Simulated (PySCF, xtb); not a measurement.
ammonium (H4N+), SMILES [NH4+], charge +1.

xtb with GFN2-xTB at its own geometry gives an orbital gap of 14.58 eV.

Geometry optimised at r2SCAN-D4/def2-TZVPD.

Task: What does CAM-B3LYP/def2-TZVPD run with PySCF give? (The exact figures need the calculation; the answer reports its results.)

Result: gap 18.95 eV (levels -24.33 and -5.37 eV).
